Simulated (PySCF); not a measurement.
SMILES [O]([SiH3])[GeH2][O][SiH3], B3LYP/def2-SVP optimised geometry.

```
13

Ge    -0.43    -0.69     0.00
O     -1.03    -1.53     1.44
Si    -0.77    -2.94     2.29
O     -0.92    -1.60    -1.44
Si    -2.29    -2.00    -2.30
H      1.11    -0.69     0.00
H     -1.11     0.69     0.00
H     -1.10    -2.70     3.72
H     -1.63    -4.04     1.77
H      0.66    -3.37     2.19
H     -2.89    -3.26    -1.77
H     -3.30    -0.91    -2.21
H     -1.90    -2.20    -3.72
```

Density from B3LYP/def2-TZVP (PySCF) at that geometry.

Minimum of the electron density along straight lines between bonded atoms, close to the bond critical point (lines longer than 1.1 times the sum of covalent radii, or with two minima, are not listed):

```csv
bond,length / Å,ρ at the minimum / e bohr⁻³,∇²ρ there / e bohr⁻⁵,position (fraction from the first atom)
Ge1–O2,1.774,0.139,0.66,0.48
O2–Si3,1.665,0.129,0.74,0.59
Ge1–O4,1.774,0.139,0.66,0.48
O4–Si5,1.665,0.129,0.74,0.59
Ge1–H6,1.536,0.137,…,0.59
Ge1–H7,1.536,0.137,…,0.59
Si3–H8,1.489,0.123,0.13,0.49
Si3–H9,1.492,0.122,0.14,0.49
Si3–H10,1.495,0.121,0.13,0.49
Si5–H11,1.492,0.122,0.14,0.49
Si5–H12,1.495,0.121,0.13,0.49
Si5–H13,1.489,0.123,0.13,0.49
```

**Question.** What belongs in the gaps?

**Answer.** 
- Ge1–H6, ∇²ρ there / e bohr⁻⁵: 0.03
- Ge1–H7, ∇²ρ there / e bohr⁻⁵: 0.04
